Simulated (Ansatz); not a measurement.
CH4In, SMILES `[CH3][InH]` radical. Charge 0, multiplicity 2. In takes the def2 core potential.

```json
{"atom": "C1", "x (Å)": "0.129", "y (Å)": "-0.660", "z (Å)": "-0.309"}
{"atom": "In2", "x (Å)": "0.403", "y (Å)": "1.122", "z (Å)": "0.933"}
{"atom": "H3", "x (Å)": "-0.804", "y (Å)": "-0.580", "z (Å)": "-0.871"}
{"atom": "H4", "x (Å)": "0.102", "y (Å)": "-1.546", "z (Å)": "0.327"}
{"atom": "H5", "x (Å)": "0.968", "y (Å)": "-0.756", "z (Å)": "-0.999"}
{"atom": "H6", "x (Å)": "-0.799", "y (Å)": "2.420", "z (Å)": "0.919"}
```

Question: List the harmonic frequencies (cm⁻¹, unscaled) at PBE0-D4/def2-TZVP in Ansatz. (An estimate is asked.)

Answer: The calculation gave: 61i, 394, 463, 623, 698, 1145, 1434, 1443, 1619, 3052, 3152, 3155.

Question: Is this a minimum?

Answer: No: 1 imaginary mode, so it is a saddle point.
